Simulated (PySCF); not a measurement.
Ionisation energy of Ca by level of theory

Ca [Ar] 4s2 (1S) → Ca+ [Ar] 4s1 (2S), as a difference of total energies. Computed with PySCF 2.14 in x2c-TZVPPall (6s5p3d, 36 functions), with the spin-free X2C one-electron Hamiltonian (Gaussian nucleus). Correlated levels: valence: [Ar] frozen. The calculations carry no spin-orbit coupling.

```csv
method,ionisation energy (eV),error (eV)
UHF,5.139,-0.974
MP2 (valence),5.641,-0.472
SCS-MP2 (valence),5.742,-0.371
CCSD (valence),5.906,-0.207
```

Reference: 6.113 eV (measured; NIST Atomic Spectra Database, ionization energies).

Errors of the correlated levels include the incompleteness of this basis and the frozen core.

With two correlated electrons CCSD is exact in that space.
